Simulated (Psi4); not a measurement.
Cl₂Mg, triplet, geometry from GFN2-xTB (such geometries of metal compounds can be far from the true shape) (a higher spin typed on purpose: for a closed-shell molecule this is an excited state); HF/6-31G** run with Psi4.

Input for Psi4:
```
memory 2 GB

molecule mol {
0 3
  Mg    0.000000    0.000000    0.000000
  Cl    0.000000    0.000000    2.375158
  Cl   -0.000000   -0.000000   -2.375158
symmetry c1
no_reorient
no_com
}

set basis 6-31g**
set reference uhf

energy('scf')
print_variables()
```

It wrote (shortened):

```
   => Loading Basis Set <=

    Name: 6-31G**
    Role: ORBITAL
    Keyword: BASIS

         ---------------------------------------------------------
                                   SCF
               by Justin Turney, Rob Parrish, Andy Simmonett
                          and Daniel G. A. Smith
                              UHF Reference
         ---------------------------------------------------------

  ==> Geometry <==

    Molecular point group: c1
    Full point group: D_inf_h

    Geometry (in Angstrom), charge = 0, multiplicity = 3:

       Center              X                  Y                   Z               Mass
    ------------   -----------------  -----------------  -----------------  -----------------
         MG           0.000000000000     0.000000000000     0.000000000000    23.985041697000
         CL           0.000000000000     0.000000000000     2.375158000000    34.968852682000
         CL           0.000000000000     0.000000000000    -2.375158000000    34.968852682000

  Running in c1 symmetry.

  Rotational constants: A = ************  B =      0.04273  C =      0.04273 [cm^-1]
  Rotational constants: A = ************  B =   1280.91647  C =   1280.91647 [MHz]
  Nuclear repulsion =  123.095140994904341

  Charge       = 0
  Multiplicity = 3
  Electrons    = 46
  Nalpha       = 24
  Nbeta        = 22

  ==> Algorithm <==

  SCF Algorithm Type is DF.
  DIIS enabled.
  MOM disabled.
  Fractional occupation disabled.
  Guess Type is SAD.
  Energy threshold   = 1.00e-06
  Density threshold  = 1.00e-06
  Integral threshold = 1.00e-12

  ==> Primary Basis <==

  Basis Set: 6-31G**
    Blend: 6-31G**
    Number of shells: 24
    Number of basis functions: 57
    Number of Cartesian functions: 57
    Spherical Harmonics?: false
    Max angular momentum: 2

   => Loading Basis Set <=

    Name: (6-31G** AUX)
    Role: JKFIT
    Keyword: DF_BASIS_SCF

  ==> Integral Setup <==

  SCF_SUBTYPE=INCORE selected. In-core MEM_DF algorithm will be used.
  Using in-core AOs.

  ==> MemDFJK: Density-Fitted J/K Matrices <==

    J tasked:                   Yes
    K tasked:                   Yes
    wK tasked:                   No
    Algorithm:                 Core
    Schwarz Cutoff:           1E-12
    Mask sparsity (%):       9.2336
    Fitting Condition:        1E-10

   => Auxiliary Basis Set <=

  Basis Set: (6-31G** AUX)
    Blend: CC-PVDZ-JKFIT + DEF2-UNIVERSAL-JKFIT
    Number of shells: 106
    Number of basis functions: 397
    Number of Cartesian functions: 397
    Spherical Harmonics?: false
    Max angular momentum: 4

  Minimum eigenvalue in the overlap matrix is 1.9645730447E-02.
  Reciprocal condition number of the overlap matrix is 4.0171892865E-03.
    Using symmetric orthogonalization.

  ==> Pre-Iterations <==

  SCF Guess: Superposition of Atomic Densities via on-the-fly atomic UHF (no occupation information).

   -------------------------
    Irrep   Nso     Nmo
   -------------------------
     A         57      57
   -------------------------
    Total      57      57
   -------------------------

  ==> Iterations <==

                           Total Energy        Delta E     RMS |[F,P]|

   @DF-UHF iter SAD: -1117.89868005301855   -1.11790e+03   0.00000e+00
   @DF-UHF iter   1: -1118.48983600109773   -5.91156e-01   2.47382e-03 DIIS/ADIIS
   @DF-UHF iter   2: -1118.50567439322936   -1.58384e-02   8.83204e-04 DIIS/ADIIS
   @DF-UHF iter   3: -1118.50755996301928   -1.88557e-03   2.88453e-04 DIIS/ADIIS
   @DF-UHF iter   4: -1118.50809918385676   -5.39221e-04   7.65791e-05 DIIS
   @DF-UHF iter   5: -1118.50815055923704   -5.13754e-05   1.83895e-05 DIIS
   @DF-UHF iter   6: -1118.50815331807075   -2.75883e-06   5.36143e-06 DIIS
   @DF-UHF iter   7: -1118.50815349038839   -1.72318e-07   1.54069e-06 DIIS
   @DF-UHF iter   8: -1118.50815350554785   -1.51595e-08   3.91370e-07 DIIS
  Energy and wave function converged.

  ==> Post-Iterations <==

   @Spin Contamination Metric:   3.088649628E-02
   @S^2 Expected:                2.000000000E+00
   @S^2 Observed:                2.030886496E+00
   @S   Expected:                1.000000000E+00
   @S   Observed:                1.000000000E+00

    Orbital Energies [Eh]
    ---------------------

    Alpha Occupied:

[...]
    Alpha Virtual:

[...]
    Beta Occupied:

[...]
      22A     -0.305859

    Beta Virtual:

[...]
    Final Occupation by Irrep:
              A
    DOCC [    22 ]
    SOCC [     2 ]
    NA   [    24 ]
    NB   [    22 ]

  @DF-UHF Final Energy: -1118.50815350554785

   => Energetics <=

    Nuclear Repulsion Energy =            123.0951409949043409
    One-Electron Energy =               -1795.1707871186922603
    Two-Electron Energy =                 553.5674926182402942
    Total Energy =                      -1118.5081535055476252

  UHF NO Occupations:
  HONO-2 :   22  A 1.9870179
  HONO-1 :   23  A 1.0000000
  HONO-0 :   24  A 1.0000000
  LUNO+0 :   25  A 0.0129821
  LUNO+1 :   26  A 0.0009909
  LUNO+2 :   27  A 0.0007905
  LUNO+3 :   28  A 0.0003368

Computation Completed

Properties will be evaluated at   0.000000,   0.000000,   0.000000 [a0]

Properties computed using the SCF density matrix

 Multipole Moments:

 ------------------------------------------------------------------------------------
     Multipole            Electronic (a.u.)      Nuclear  (a.u.)        Total (a.u.)
 ------------------------------------------------------------------------------------

 L = 1.  Multiply by 2.5417464519 to convert [e a0] to [Debye]
 Dipole X            :          0.0000000            0.0000000            0.0000000
 Dipole Y            :          0.0000000            0.0000000            0.0000000
 Dipole Z            :         -0.0000032            0.0000000           -0.0000032
 Magnitude           :                                                    0.0000032

 ------------------------------------------------------------------------------------

  Variable Map:
  ----------------------------------------------------------------------------
[...]
  Array Variable Map:
  ----------------------------------------------------------------------------
[...]
[...]
```
